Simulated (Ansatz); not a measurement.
Program: Ansatz. Geometries: PBE0-D4/def2-TZVP. ΔE: electronic, gas phase. CCSD(T)/CBS adds triple-zeta CCSD(T) − MP2 to the extrapolated MP2 energy (def2 sets, frozen cores). This one scheme is used for every species. Functionals use def2-TZVPP. B3LYP here is the variant with VWN-RPA as its local correlation; programs differ in this. HSE06 is defined as in plane-wave codes. For Br outer-core shells are correlated without core-valence functions, which leaves a few kJ/mol of doubt a bond. Scalar relativity is left out up to krypton. Each species was taken in one conformer, which may not be the lowest.

Reaction (ligand exchange at the Al–Br bond): `[SH][Al]([SH])[Br]` + H–F → `[F][Al]([SH])[SH]` + HBr

```
             level  ΔE (kJ/mol)  difference from CCSD(T)/CBS
       LDA (SPW92)        -21.5                         -5.1
            PBE-D4        -17.6                         -1.2
         revPBE-D4        -15.8                          0.6
           BLYP-D4        -29.1                        -12.7
         r2SCAN-D4        -23.2                         -6.8
            B97M-V        -30.5                        -14.1
           PBE0-D4        -13.0                          3.4
          B3LYP-D4        -24.9                         -8.5
        r2SCANh-D4        -21.0                         -4.6
        r2SCAN0-D4        -18.1                         -1.7
          HSE06-D4        -12.2                          4.2
          BHLYP-D4        -20.9                         -4.5
           ωB97X-V        -24.2                         -7.8
            B2PLYP        -27.4                        -11.0
          PBE-QIDH        -14.0                          2.4
               PBE        -22.1                         -5.7
            revPBE        -22.3                         -5.9
              BLYP        -37.6                        -21.2
              PBE0        -17.1                         -0.7
             B3LYP        -32.4                        -16.0
           r2SCANh        -22.3                         -5.9
             HSE06        -16.3                          0.1
             BHLYP        -29.2                        -12.8
         CAM-B3LYP        -35.5                        -19.1
           LC-ωPBE        -25.4                         -9.0
RPA@PBE/def2-TZVPP        -25.8                         -9.4
       HF/def2-SVP        -29.2                        -12.8
      MP2/def2-SVP        -28.5                        -12.1
     CCSD/def2-SVP        -33.4                        -17.0
  CCSD(T)/def2-SVP        -32.4                        -16.0
     HF/def2-TZVPP        -25.1                         -8.7
    MP2/def2-TZVPP        -15.4                          1.0
SCS-MP2/def2-TZVPP        -21.8                         -5.4
   CCSD/def2-TZVPP        -23.0                         -6.6
CCSD(T)/def2-TZVPP        -21.2                         -4.8
     HF/def2-QZVPP        -27.9                        -11.5
    MP2/def2-QZVPP        -13.7                          2.7
      HF/CBS(def2)        -28.3                        -11.9
     MP2/CBS(def2)        -10.7                          5.7
    CCSD/CBS(def2)        -18.3                         -1.9
       CCSD(T)/CBS        -16.4                            0
```

Largest T1 diagnostic among the species: 0.012.

At CCSD(T), def2-SVP lies −15.9 kJ/mol from the extrapolated value and def2-TZVPP −4.7 kJ/mol. Leaving LDA and LC-ωPBE aside and taking each functional with its dispersion term where it has one, the values, not all of them listed here, spread over 18.7 kJ/mol, from CAM-B3LYP-D4 to HSE06-D4. From PBE to PBE0 (25 % exact exchange), in def2-TZVPP and without D4, ΔE moves by +5.0 kJ/mol.
